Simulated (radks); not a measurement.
Values are calculated unless marked as measured or tabulated.
Question: Radial electron density D(r) = 4 pi r^2 rho(r) of an atom or ion with 42 electrons. Level of theory: Dirac Kohn-Sham, BLYP, spin-unpolarised, spherical densities, point nucleus (a radial shooting solver on a logarithmic mesh with Libxc functionals).

```
   r/bohr * D(r) (the largest magnitude, 69.9, reaches the edge; | marks zero)
 0.003672 |       *
 0.004781 |           *
 0.006225 |                *
 0.008171 |                      *
  0.01064 |                              *
  0.01385 |                                     *
  0.01804 |                                           *
  0.02349 |                                             *
  0.03059 |                                          *
  0.03983 |                                       *
  0.05228 |                                       *
  0.06808 |                                              *
  0.08864 |                                                      *
   0.1154 |                                                      *
   0.1503 |                                           *
   0.1957 |                                    *
   0.2548 |                                        *
   0.3345 |                                           *
   0.4356 |                              *
   0.5672 |              *
   0.7385 |          *
   0.9616 |           *
    1.252 |        *
     1.63 |   *
     2.14 |*
    2.787 *
    3.629 *
    4.725 *
```

What is the nuclear charge?

Answer: Z = 45. The innermost maximum, from 1s, lies near gamma/Z bohr with gamma = sqrt(1 - (Z/c)^2) = 0.945, here 0.021 bohr (found: 0.0229), and its height grows with Z. The density is that of the rhodium ion Rh3+ in [Kr] 4d6; the configuration itself is not fixed sharply by these data, and Z only to a few units. D(r) has 4 maxima, at r = 0.0229, 0.101, 0.309, 0.909 bohr, and minima at 0.0460, 0.199, 0.715 bohr, inside which lie 2.06, 11.10, 29.13 electrons.
